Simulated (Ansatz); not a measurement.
`[CH3][SnH2][SeH]` + `[NH2][AlH][SiH2]S` → `[CH3][SnH2][SiH2]S` + `[NH2][AlH][SeH]`  (redistribution)

Computed with Ansatz on PBE0-D4/def2-TZVP structures; ΔE is electronic, products minus reactants. CCSD(T)/CBS is the MP2 limit (def2-TZVPP, def2-QZVPP) plus CCSD(T) − MP2 in def2-TZVPP, frozen cores. Functionals use def2-TZVPP. B3LYP here is the variant with VWN-RPA as its local correlation; programs differ in this. Elements past krypton have def2 core potentials. For Se, Sn outer-core shells are correlated without core-valence functions, which leaves a few kJ/mol of doubt a bond. Scalar relativity is left out up to krypton. One conformer a species, not always the lowest.

`[CH3][SnH2][SeH]`:

```xyz
9

C    -1.100   -0.765   -0.376
Sn    0.905   -0.122   -0.015
Se    0.955    2.407    0.211
H    -1.476   -0.283   -1.278
H    -1.730   -0.487    0.468
H    -1.128   -1.848   -0.504
H     1.527   -0.823    1.416
H     1.931   -0.449   -1.339
H     0.117    2.371    1.417
```

`[NH2][AlH][SiH2]S`:

```xyz
10

N    -1.595   -0.621   -1.574
Al   -0.445    0.466   -0.790
Si    0.477   -0.115    1.402
S     2.626    0.057    1.256
H    -1.939   -1.480   -1.177
H    -1.988   -0.480   -2.492
H     0.008    1.769   -1.575
H    -0.035    0.700    2.543
H     0.276   -1.543    1.777
H     2.614    1.247    0.631
```

`[CH3][SnH2][SiH2]S`:

```xyz
12

C     1.557    0.153   -1.365
Sn    0.822   -0.598    0.502
Si   -1.732   -0.369    0.564
S    -2.284    1.694    0.324
H     1.222   -0.489   -2.180
H     2.647    0.178   -1.354
H     1.175    1.160   -1.526
H     1.479    0.333    1.783
H     1.323   -2.222    0.720
H    -2.363   -1.037   -0.604
H    -2.325   -0.944    1.803
H    -1.520    2.141    1.335
```

`[NH2][AlH][SeH]`:

Z-matrix (Å, degrees):
```
N
Al 1 1.762
H 1 1.007 2 123.9
H 1 1.007 2 125.8 3 -180.0
Se 2 2.323 1 117.5 3 179.9
H 2 1.577 1 120.7 3 -0.1
H 5 1.469 2 90.6 1 179.7
```

CCSD(T)/CBS gives -0.64 eV.

Task: Another level gave -0.61 eV. Which?
A. PBE/def2-TZVPP
B. B3LYP-D4/def2-TZVPP
C. CCSD(T)/def2-TZVPP
D. MP2/def2-TZVPP

Result: B. B3LYP-D4 -0.61, CCSD(T)/def2-TZVPP -0.65, PBE -0.56, MP2/def2-TZVPP -0.72 eV.

Largest T1 diagnostic among the species: 0.013.

From PBE to PBE0 (25 % exact exchange), in def2-TZVPP and without D4, ΔE moves by −0.04 eV. In def2-TZVPP, CCSD(T) changes the Hartree–Fock value by −0.05 eV (the triples alone add +0.00 eV) and MP2 by −0.12 eV.
